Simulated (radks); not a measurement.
Valence configurations of Tc+ (all share [Kr]). Method: Dirac Kohn-Sham, PBE, spin-unpolarised, spherical densities, finite nucleus; open shells fill j = l - 1/2 first; Fermi nuclear charge, rms radius 4.4112 fm; computed with a radial shooting solver on a logarithmic mesh with Libxc functionals. Energies are relative to 4d5 5s1; eigenvalues in eV.

valence          E (eV)  e(4d3/2)  e(4d5/2)  e(5p1/2)  e(5p3/2)  e(5s1/2)
4d5 5s1           0.000   -14.197   -13.903         -         -   -11.370
4d5 5p1           4.411   -15.292   -14.993    -7.623         -         -
4d4 5s2           3.306   -17.061         -         -         -   -12.629
4d4 5p2          12.984   -19.136         -    -8.995         -         -
4d4 5s1.5 5p0.5   5.690   -17.599         -    -8.178         -   -12.971
4d3 5p3          24.794   -23.216         -   -10.339    -9.997         -
4d6              -1.829   -11.592   -11.323         -         -         -
4d3 5s1 5p2      19.095   -22.156         -    -9.803         -   -15.121
4d3 5s0.5 5p2.5  21.932   -22.692         -   -10.075    -9.740   -15.439
4d5.5 5s0.5      -1.086   -12.857   -12.575         -         -   -10.756

NIST lists [Kr] 4d5 5s1 as the ground configuration; this level of theory puts 4d6 lower, by 1.829 eV. The energies are those of spherical spin-averaged densities, not of single terms.
